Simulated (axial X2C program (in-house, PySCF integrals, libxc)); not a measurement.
**What spin–orbit coupling does to KNi⁺**

Calculated with an axial X2C code built on PySCF integrals. Spin-free means the one-electron spin-free X2C Hamiltonian; two-component (2c) means X2C with spin–orbit coupling and atomic mean-field two-electron Coulomb and Gaunt terms, so the difference of the two also holds small scalar two-electron terms. Basis: Ni dyall-v3z [9s9p6d3f2g], K dyall-v3z [11s12p4d2f] (cores contracted in-house); Gaussian nuclei, density fitting, unrestricted open shells. Masses: Ni 57.935 u, K 38.964 u.

Spin-free state: M_S = 1, Λ = 0 (beyond evenly filled blocks: 2 × σα); fragments Ni + K+.

```tsv
level	Re (Å)	ωe (cm⁻¹)	De (eV)	μ (D)
PBE0	3.595	69.0	0.238	7.53
HF	3.876	68.0	0.273	7.47
MP2	3.530	77.6	0.237	n/a
PBE50	3.638	70.4	0.252	7.42
BLYP	3.607	64.6	0.207	7.84
```

Correlated methods: 18 electrons correlated (number of frozen shells: Ni 3 s, 2 p; K 2 s, 1 p), 294 virtual spin orbitals or spinors in MP2.

Dipoles are positive if K is the positive end and refer to the centre of mass.

Two-component determinant lowest at the distance of the search:

Ω = 3 (⟨Sz⟩ = 1.00, ⟨Lz⟩ = 2.00 at HF); fragments Ni + K+.

```tsv
level	Re (Å)	ωe (cm⁻¹)	μ (D)
PBE0	3.431	89.5	7.05
HF	3.691	74.0	7.57
MP2	3.355	97.8	n/a
PBE50	3.445	87.6	7.05
BLYP	3.456	85.2	7.19
```

**Question.** From the two tables, how do the constants change at the MP2 level (2c against spin-free)?

**Answer.** At the MP2 level Re goes down by 0.175 Å and ωe rises by 20.2 cm⁻¹. The two determinants differ in configuration, so these shifts compare two states and are not the spin–orbit effect on one state.

The state is one determinant whose occupation by symmetry is held fixed; it was picked as the lowest of a PBE0 search that is not exhaustive. Dissociation energies refer to the lowest single-determinant-based atoms at the same level and basis. De is not given where an atomic determinant may have missed its ground term or J level, or where the truncated virtual space spoils (T). Density functionals use the spin component along the axis (collinear). PBE0 can misorder states that lie within some tenths of an eV, so this need not be the ground state of the molecule. The nearest other spin-free determinant of the search, M_S = 1, Λ = 1, lies 0.04 eV up at the distance of the search. The functionals have no current-density term, which raises determinants with orbital currents, atoms included. With several unpaired electrons one determinant need not be a pure state. A state of lower Ω lies just above, and one determinant can place such states too high, so the state shown need not be the lowest. The search has Ω = 1 only 0.00 eV up. At some level and bond length an empty orbital lies below a filled one.
